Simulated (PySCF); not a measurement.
WOF₄: calculation against measurement

Isolated WOF₄, optimised in PySCF with density fitting and no spin–orbit coupling; def2 sets carry scalar-relativistic core potentials from Rb on. All levels below give a singlet of C4v symmetry: PBE0/def2-TZVP W–F 1.848 Å (×4), W–O 1.671 Å; B3LYP/def2-TZVP W–F 1.860 Å (×4), W–O 1.682 Å; PBE/def2-TZVP W–F 1.869 Å (×4), W–O 1.695 Å; PBE0/def2-SVP W–F 1.853 Å (×4), W–O 1.670 Å.

Formally W is in oxidation state +6, d0. The polar-tensor charge on W, 3.31, is far below the formal one.

Q: The tabulated gas-phase entropy at 298.15 K and 1 bar is 334.70 J/(mol K) (Chase, 1998, NIST Chemistry WebBook). What do rigid-rotor harmonic-oscillator sums give?

A: PBE0/def2-TZVP 341.2, B3LYP/def2-TZVP 342.5, PBE/def2-TZVP 344.4, PBE0/def2-SVP 341.0 J/(mol K). Tables of this kind often rest on estimated structures and frequencies for high-temperature species, so a gap need not be the fault of the calculation.

 No spin–orbit coupling is included, which matters more the heavier the element.
